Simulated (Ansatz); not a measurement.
A structure relaxed at PBE-D4/def2-SVP in Ansatz, charge 0, singlet:

```xyz
13

Zn   -1.717   -0.355    0.014
Zn    1.129   -1.518    0.161
Zn   -0.741    0.498    2.808
Zn    0.852    0.396   -2.527
Zn    0.052    1.735   -0.010
O    -1.284    1.216    1.175
O     0.212   -0.131   -0.814
Cl   -0.144    0.694    4.826
Cl    3.086   -2.310   -0.064
Cl   -3.344   -1.049   -1.175
Cl    1.345   -0.092   -4.521
Cl    1.103    2.758   -1.657
Cl   -0.550   -1.843    1.782
```

Q: Give its formula.

A: Zn5Cl6O2.

Q: Summarise the bond lengths by kind (pairs closer than 1.2 times the sum of covalent radii, bridged metal pairs left out).

A: 9 × Cl–Zn 2.11 to 2.59 Å; 7 × O–Zn 1.86 to 2.11 Å.

Another isomer (singlet) lies 0.35 eV lower at PBE0-D4/def2-SVP; other spin states weren't run for this one.
